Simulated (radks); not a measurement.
The numbers below are computed, except where a source is named.
Question: Code: a radial shooting solver on a logarithmic mesh with Libxc functionals. Model: Dirac Kohn-Sham, PBE, spin-unpolarised, spherical densities, finite nucleus; open shells are shared between the two j in proportion to 2j + 1; Fermi nuclear charge, rms radius of each element as measured or else 0.836 A^(1/3) + 0.57 fm. Each species is in its NIST ground configuration. Rank Al, Mg, Si, Ar, S, Cl, P by radius at which the density is 0.001 e/bohr^3 (bohr), largest first.

Answer: Al 4.55, Mg 4.52, Si 4.44, P 4.27, S 4.08, Cl 3.91, Ar 3.75.
